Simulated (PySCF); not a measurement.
Species: C7H8N2.
Numbering: `[CH3:1][CH2:2][CH2:3]/[C:4]([C:5]#[N:6])=[CH:7]\[C:8]#[N:9]` (hydrogens: H10, H11, H12 on C1; H13, H14 on C2; H15, H16 on C3; H17 on C7)

The same species was optimised twice, with GFN2-xTB and with PBE0-D3(BJ)/def2-SVP (PySCF), and the same property calculations (PySCF, gas phase) were run on both structures.

| coordinate | GFN2-xTB | PBE0-D3(BJ)/def2-SVP | change |
| --- | --- | --- | --- |
| C4–C5 (Å) | 1.414 | 1.434 | +0.020 |
| C7–C8 (Å) | 1.405 | 1.423 | +0.018 |
| C5≡N6 (Å) | 1.146 | 1.160 | +0.014 |
| C8≡N9 (Å) | 1.147 | 1.160 | +0.013 |
| C4=C7 (Å) | 1.346 | 1.353 | +0.007 |
| C2–C3 (Å) | 1.536 | 1.531 | -0.005 |
| C1–C2 (Å) | 1.522 | 1.519 | -0.003 |
| C3–C4 (Å) | 1.498 | 1.500 | +0.002 |
| C2–C3–C4 (°) | 110.4 | 112.8 | +2.4 |
| C1–C2–C3 (°) | 111.0 | 112.3 | +1.3 |
| C5–C4–C7 (°) | 119.4 | 118.2 | -1.2 |
| C4–C5–N6 (°) | 178.8 | 177.9 | -0.9 |
| C3–C4–C7 (°) | 124.3 | 125.0 | +0.7 |
| C3–C4–C5 (°) | 116.2 | 116.7 | +0.5 |
| C7–C8–N9 (°) | 179.7 | 179.3 | -0.4 |
| C4–C7–C8 (°) | 122.2 | 122.4 | +0.2 |
| C1–C2–C3–C4 (°) | 180 | -179 | +1 |
| C2–C3–C4–C5 (°) | 79 | 66 | -13 |

Rotational constants: A = 1561, B = 1393, C = 772.9 MHz (GFN2-xTB) against A = 1618, B = 1279, C = 744.7 MHz (PBE0-D3(BJ)/def2-SVP). Point groups within 0.08 Å: C1 and C1.

On the GFN2-xTB structure: lowest singlet, TDDFT (eV) 5.46 [wB97X-D/def2-SVPD]; isotropic polarisability (au) 94.2 [wB97X-D/def2-SVPD]; HOMO (eV) -10.23 [wB97X-D/def2-SVPD]; LUMO (eV) -1.12 [wB97X-D/def2-SVPD]; dipole (D) 1.36 [wB97X-D/def2-SVPD].

**Question.** What do these properties become on the PBE0-D3(BJ)/def2-SVP structure?

**Answer.** 
```json
{"property": "lowest singlet, TDDFT (eV)", "level": "wB97X-D/def2-SVPD", "on GFN2-xTB": "5.46", "on PBE0-D3(BJ)/def2-SVP": "5.45", "change": "-0.01"}
{"property": "isotropic polarisability (au)", "level": "wB97X-D/def2-SVPD", "on GFN2-xTB": "94.2", "on PBE0-D3(BJ)/def2-SVP": "95.9", "change": "+1.7"}
{"property": "HOMO (eV)", "level": "wB97X-D/def2-SVPD", "on GFN2-xTB": "-10.23", "on PBE0-D3(BJ)/def2-SVP": "-10.25", "change": "-0.02"}
{"property": "LUMO (eV)", "level": "wB97X-D/def2-SVPD", "on GFN2-xTB": "-1.12", "on PBE0-D3(BJ)/def2-SVP": "-1.15", "change": "-0.03"}
{"property": "dipole (D)", "level": "wB97X-D/def2-SVPD", "on GFN2-xTB": "1.36", "on PBE0-D3(BJ)/def2-SVP": "1.44", "change": "+0.08"}
{"property": "energy, GFN2-xTB geometry as zero (kcal/mol)", "level": "wB97X-D/def2-SVPD", "on GFN2-xTB": "0.0", "on PBE0-D3(BJ)/def2-SVP": "-1.5", "change": "-1.5"}
```

The heavy atoms differ by 0.114 Å rms after alignment. Among bonds between heavy atoms C4–C5 changes most (+0.020 Å). Changes are differences of the printed values. Neither structure is proved a minimum here.

Shape of the structure used: `[CH3:1][CH2:2][CH2:3]/[C:4]([C:5]#[N:6])=[CH:7]\[C:8]#[N:9]`: C1–C2–C3–C4 -179°, C2–C3–C4–C5 66°.

wB97X-D is run here without its empirical dispersion term; that term would change no orbital, density or response property at a fixed geometry.
